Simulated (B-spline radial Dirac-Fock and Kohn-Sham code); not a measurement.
What relativity does to the binding energies of Yb⁶⁺

System: ytterbium as Yb⁶⁺ in the configuration [Kr] 4d10 4f12 5s2 5p4.

Both columns are ΔSCF binding energies of the configuration average from an atomic code on a B-spline grid: non-relativistic Hartree-Fock with a point nucleus, and Dirac-Fock with a finite nucleus and the Coulomb interaction alone, averaged over the two j levels with weights 2j+1.

```
shell  Hartree-Fock (eV)  Dirac-Fock (eV)  shift (eV)  shift (%)
   1s            57291.2          61719.0    +4427.75      +7.73
   2s             9468.3          10630.5    +1162.21     +12.27
   2p             9034.3           9415.7     +381.37      +4.22
   3s             2229.1           2512.0     +282.93     +12.69
   3p             2030.7           2135.4     +104.66      +5.15
   3d             1665.0           1650.4      -14.66      -0.88
   4s              525.9            594.4      +68.55     +13.04
   4d              295.7            292.5       -3.26      -1.10
   4f              108.4            101.8       -6.52      -6.01
   5s              134.5            146.4      +11.88      +8.83
   5p              109.7            113.0       +3.26      +2.97
```

Relativity binds 1s, 2s, 2p, 3s, 3p, 4s, 5s, 5p more strongly, among those listed most of all 4s in relative terms, and 3d, 4d, 4f more weakly, because the contracted s and p shells screen the nucleus better.

Values without a named source are computed, but for edge energies of neutral atoms, which are taken from tables.
